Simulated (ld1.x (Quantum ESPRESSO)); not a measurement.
# Scattering properties, PAW potential for N (Z = 7)

| Quantity | Value |
| --- | --- |
| Element | N (Z = 7) |
| Generator | ld1.x (Quantum ESPRESSO) 7.5 |
| Type | PAW |
| Functional | PBE |
| Relativity | scalar-relativistic |
| Frozen core | [He] |
| Valence charge | 5 |
| Reference configuration | 2s1 2p4 |
| Partial waves | 2s (bound): rcut 0.75, rcutus 0.80 bohr; 2s channel at 1.6 Ry: rcut 0.75, rcutus 0.80 bohr; 2p (bound): rcut 1.35, rcutus 1.65 bohr; 2p channel at -0.15 Ry: rcut 1.35, rcutus 1.65 bohr; 3d channel at 0.05 Ry: rcut 0.90, rcutus 1.25 bohr |
| Local potential | all-electron potential smoothed inside 1.50 bohr (lloc = -2) |
| Core correction | Bessel-smoothed model core inside 0.80 bohr |
| Augmentation charge | PSQ, radius 0.65 bohr |

The phase is arctan(r·u′/u) with u = r·R(r), unwrapped; energies in Ry, scanned from -3 to 5 Ry. A pole is an energy at which the radial function vanishes at the test radius. The pseudo phase is shifted by a multiple of π to meet the all-electron one at the reference energy, and phase errors are pseudo minus all-electron; the curves can meet again beyond the range given. Levels narrower than the energy grid can be missing from the lists of poles.

Task: For each channel, where are the poles, and over which energies does the pseudopotential scatter like the atom?

Result:

| channel | radius (bohr) | reference energy (Ry) | poles, all-electron | poles, pseudo | unbroken range about the reference energy with phases within 0.05 rad | phase error 1 Ry above the reference energy (rad) |
| --- | --- | --- | --- | --- | --- | --- |
| s | 1.80 | -1.40 | -0.18 | -0.18 | the whole range | +0.000 |
| p | 1.80 | -0.55 | 0.57 | 0.57 | below 3.5 | +0.000 |
| d | 1.80 | 0.05 | none | none | the whole range | +0.000 |

Phases in the p channel:

```tsv
E (Ry)	all-electron	pseudo
-3.00	1.196	1.196
-2.52	1.140	1.141
-2.04	1.050	1.050
-1.56	0.873	0.873
-1.08	0.406	0.406
-0.60	-0.672	-0.672
-0.12	-1.286	-1.286
0.36	-1.511	-1.511
0.84	-1.629	-1.628
1.32	-1.710	-1.709
1.80	-1.780	-1.777
2.28	-1.851	-1.845
2.76	-1.935	-1.922
3.24	-2.049	-2.019
3.72	-2.225	-2.157
4.20	-2.530	-2.369
4.68	-3.054	-2.712
```
